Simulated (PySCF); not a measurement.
**What builds the second ionisation energy along group 11**

Calculated with PySCF 2.14 from differences of total energies of unrestricted determinants, without spin-orbit coupling. Each column adds one step, in eV (sums use unrounded values): valence MP2, valence CCSD, valence triples, then the next inner shell at CCSD(T) (Cu 3s 3p, Ag 4s 4p, Au 5s 5p). References (NIST) marked * lie between the lowest fine-structure levels; the others compare directly ((s) semi-empirical, (t) theoretical).

```tsv
element	UHF	+ MP2	+ CCSD	+ (T)	+ inner shell	sum	reference
Cu [Ar] 3d10 → [Ar] 3d9 (ANO-RCC-VTZP, spin-free X2C)	17.240	3.717	-1.069	0.240	0.180	20.308	20.292 *
Ag [Kr] 4d10 → [Kr] 4d9 (ANO-RCC-VTZP, spin-free X2C)	19.806	1.978	-0.339	0.106	-0.018	21.533	21.484 *
Au [Xe] 4f14 5d10 → [Xe] 4f14 5d9 (ANO-RCC-VTZP, spin-free X2C)	18.923	1.899	-0.346	0.109	-0.018	20.567	20.203 ± 0.025 *
```

What remains against the references is mostly basis incompleteness and, for starred values, spin-orbit coupling.

These are valence bases, so the inner-shell step is incomplete.
